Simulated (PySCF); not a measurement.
PBE0-D3(BJ)/def2-TZVP geometry optimisation, gas phase with PySCF 2.14 and geomeTRIC: V(OH)4, charge 0, multiplicity 2. Start (model start, shaken):

```
9

V     0.0000    0.0045   -0.0041
O     1.0201    1.0266    1.0186
H     0.7804    1.9310    1.3378
O    -1.0428   -1.0261    1.0388
H    -0.7780   -1.9249    1.3448
O    -1.0230    1.0133   -1.0403
H    -1.9394    0.7602   -1.3728
O     1.0299   -1.0525   -1.0294
H     1.9133   -0.7823   -1.3830
```

```csv
step,E − E(start) / kcal mol⁻¹,largest force / Eh bohr⁻¹
0,0.00,0.03764
1,-3.26,0.00499
2,-3.45,0.00284
3,-3.64,0.00154
4,-3.66,0.00072
5,-3.68,0.00095
6,-3.69,0.00104
7,-3.70,0.00068
8,-3.71,0.00018
```

The optimisation met its thresholds. End point:

```
9

V    -0.0041   -0.0072   -0.0081
O     1.0009    1.0356    1.0163
H     0.6213    1.8325    1.3999
O    -1.0067   -1.0490    1.0195
H    -0.6288   -1.8460    1.4046
O    -1.0479    0.9985   -1.0308
H    -1.8401    0.6177   -1.4230
O     1.0368   -1.0074   -1.0388
H     1.8291   -0.6249   -1.4291
```

Metal–donor distances, start → end: O2 1.770 → 1.774 Å, O4 1.799 → 1.774 Å, O6 1.771 → 1.774 Å, O8 1.797 → 1.774 Å.

No frequencies were computed, so the end point may be a saddle point.

The job took 3.1 min on one thread of Arm Neoverse V1 (shared host), with 193 basis functions and a peak of 0.76 GiB, launched as `OMP_NUM_THREADS=1 python lf_run.py task.json out`.
